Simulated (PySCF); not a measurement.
These 2 structures share the formula C9H7N. Method used: PBE0-D3(BJ)/def2-SVP geometry optimisation, gas phase (PySCF). One conformer each; no zero-point energy, no entropy. No frequencies were run at this level. Point groups hold within 0.08 Å.

Question: Order them by energy at this level, lowest first, and give relative energies in kcal/mol.
A. `c1ncc2ccccc2c1`
B. `N#Cc1ccc2c(c1)CC2`

Answer: A (0.0), B (37.0).

As drawn, the higher has a four-membered ring and a C≡N group, which the lower lacks.

```tsv
SMILES	E (Eh)	E rel (kcal/mol)	dipole (D)	point group	A, B, C (MHz)
c1ccc2cnccc2c1	-401.18625	0.0	2.50	Cs	3205, 1240, 894.3
N#Cc1ccc2c(c1)CC2	-401.12724	37.0	5.20	Cs	3854, 887.1, 727.8
```

Q: How do the relative energies change in single points at PBE0/pcSseg-1 (no added dispersion term) on the same geometries?

A: 
```tsv
SMILES	PBE0-D3(BJ)/def2-SVP (kcal/mol)	PBE0/pcSseg-1 (kcal/mol)	shift
c1ccc2cnccc2c1	0.0	0.0	0.0
N#Cc1ccc2c(c1)CC2	37.0	34.0	-3.0
```

Each column counts from its own lowest isomer. The order is unchanged; the largest shift is 3.0 kcal/mol.
